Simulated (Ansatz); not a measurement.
F$_{6}$W, charge -1, doublet, at a GFN2-xTB geometry of the parent state (such geometries of metal compounds can be far from the true shape) (a state made from the parent by changing its charge; the spin is typed, not shown lowest) (core potentials on W) (a gas-phase anion, which may not be bound at this level); R2SCAN/def2-SV(P) in Ansatz (an electronic-structure program).

Input for Ansatz:
Ansatz 0.2 input:
```yaml
crystal:
  periodic: [false, false, false]
  atoms:
    - {symbol: W, position_ang: [0.00000000, -0.00000000, -0.00000000]}
    - {symbol: F, position_ang: [1.10915424, -0.45499889, -1.39234928]}
    - {symbol: F, position_ang: [-1.10915424, 0.45499889, 1.39234928]}
    - {symbol: F, position_ang: [-1.16633876, 0.78225540, -1.18474218]}
    - {symbol: F, position_ang: [-0.88617967, -1.59904226, -0.18339327]}
    - {symbol: F, position_ang: [0.88617967, 1.59904226, 0.18339327]}
    - {symbol: F, position_ang: [1.16633876, -0.78225540, 1.18474218]}
basis:
  gaussian:
    orbitals: def2-SV_P_.json
hamiltonian:
  xc: r2scan
total_charge: -1
magnetization: {spin_polarized: true, initial_magnetization: 1}
```
The basis file holds def2-SV(P) in the JSON format of the Basis Set Exchange.

Q: Predict the main parts of the log of this Ansatz run.

A: 
```
Functional definition: r2SCAN
1182 factors; their error is unknown
mean field evaluation 1: about -18112.3636 eV, gradient 3.7e1 eV
mean field evaluation 2: about -18080.6289 eV, gradient 1.0e2 eV
mean field evaluation 4: about -18117.0186 eV, gradient 5.3e0 eV
mean field evaluation 8: about -18117.1304 eV, gradient 3.1e-2 eV
mean field evaluation 16: about -18117.0479 eV, gradient 1.2e-3 eV
mean field evaluation 32: about -18117.0839 eV, gradient 8.6e-3 eV
mean field evaluation 64: about -18117.0588 eV, gradient 5.7e-1 eV
mean field evaluation 96: about -18117.0771 eV, gradient 3.5e-3 eV
mean field evaluation 128: about -18117.0839 eV, gradient 2.1e-2 eV
mean field -18117.08386965 eV, -665.7905520092 hartree, gradient 1.4e-6 eV, S^2 0.752186; 8 other end points of the search recorded, 0 dependent functions left out
reference -18117.08390578 eV, -665.7905533370 hartree; 35, 34 occupied and 74, 75 virtual orbitals, 1182 factors
Total energy: -18117.08390578 eV, -665.7905533370 hartree
```
